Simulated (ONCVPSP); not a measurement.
**fluorine (F): excitation energies, all-electron against ONCV**

ONCVPSP 4.0.1 input, shortened (lines: element, Z, core and valence counts, functional; n l f; lmax; l rc ep ncon nbas qcut; lloc lpopt rc5 dvloc0; l nproj debl; icmod fcfact rcfact), PBE, scalar-relativistic:

```
  F 9.00    1    2        4      upf
    1    0    2.00
    2    0    2.00
    2    1    5.00
    2
    0    0.70    0.00    4    8    7.30
    1    1.20    0.00    5    8   10.80
    2    1.10    0.06    5    8    9.60
    0    5    0.70    0.00
    0    0    0.60
    1    2    2.40
    2    1    1.10
    0    0.00    0.00
```

Energies are relative to the spin-unpolarised reference configuration 2s2 2p5; without spin polarisation the order of configurations can differ from experiment.

Question: Give the all-electron excitation energy and the error of the potential for: 2s2 2p4; 2s2 2p3; 2s2 2p2; 2s1 2p6.

Answer:

```tsv
valence configuration	charge	ΔE all-electron (eV)	error AE − PS (meV)
2s2 2p4	+1	19.390	+10
2s2 2p3	+2	57.775	+93
2s2 2p2	+3	118.412	+386
2s1 2p6	0	18.813	+17
```

Levels in the configuration 2s2 2p4:

```json
{"level": "2s", "all-electron (eV)": "-47.388", "pseudo (eV)": "-47.398"}
{"level": "2p", "all-electron (eV)": "-28.309", "pseudo (eV)": "-28.276"}
```
